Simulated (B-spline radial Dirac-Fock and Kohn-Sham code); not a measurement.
In the model described below, an L2 (2p1/2) vacancy in the Cr⁺ ion, [Ar] 3d5, inside a Watson sphere of charge -1 and radius 2.7 Å (a model of the Madelung potential; inside it an electron's potential energy is raised by 5.3 eV), lives for 2.0 fs, which corresponds to a natural width of 0.329 eV. Out of 1000 such holes, about 3.3 decay by emitting a photon and the rest by ordinary Auger emission. The strongest X-ray line is Lβ1 (L2-M4) at 584.7 eV, with 90 % of the radiative rate. The strongest electron group is L2-M2M3 near 467 eV, with 37 % of the non-radiative rate.

Method: one-electron (LDA, Dirac) transition rates at Dirac-Fock energies. Computed with a radial finite-basis atomic code.
